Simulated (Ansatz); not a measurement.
CH₈OSi₃. Charge 0, multiplicity 1. The bonds changed during the relaxation, so this is another structure than the one it started from. Geometry: relaxed with PBE0-D4/def2-TZVP. It is one conformer, not always the lowest.

```xyz
13

Si    1.238   -0.792    0.295
C    -0.235   -0.680   -0.842
Si   -1.608    0.378   -0.121
O    -0.908    1.553    0.791
Si    0.690    1.904    1.135
H     1.188    0.214    1.513
H     1.170   -2.045    1.099
H     2.572   -0.699   -0.339
H    -0.612   -1.686   -1.052
H     0.096   -0.231   -1.783
H    -2.483   -0.454    0.746
H     1.321    1.549   -0.243
H    -2.427    0.990   -1.198
```

(1) What is the dipole moment at B3LYP/def2-TZVPP? (Best estimate.)

(2) And with PBE, r2SCAN, ωB97M-V? (Best estimate.)

(3) Give the Mulliken charges with B3LYP, PBE, r2SCAN in def2-TZVPP. (Best estimate.)

Answers

(1) The calculation gave: 2.43 D, with components (0.22, -1.90, -1.49) D in this frame, pointing from negative to positive charge.

(2) Ansatz gave: PBE 2.36 D, r2SCAN 2.52 D, ωB97M-V 2.45 D.

(3) Computed: 
```csv
atom,B3LYP,PBE,r2SCAN
Si1,0.28,0.18,0.29
C2,-0.35,-0.30,-0.32
Si3,0.47,0.39,0.49
O4,-0.40,-0.32,-0.42
Si5,0.21,0.13,0.21
H6,-0.07,-0.01,-0.04
H7,-0.06,-0.05,-0.06
H8,-0.03,-0.02,-0.04
H9,0.11,0.11,0.09
H10,0.13,0.13,0.11
H11,-0.09,-0.08,-0.09
H12,-0.12,-0.08,-0.12
H13,-0.08,-0.07,-0.09
```

B3LYP here is the variant with VWN-RPA as its local correlation; programs differ in this.
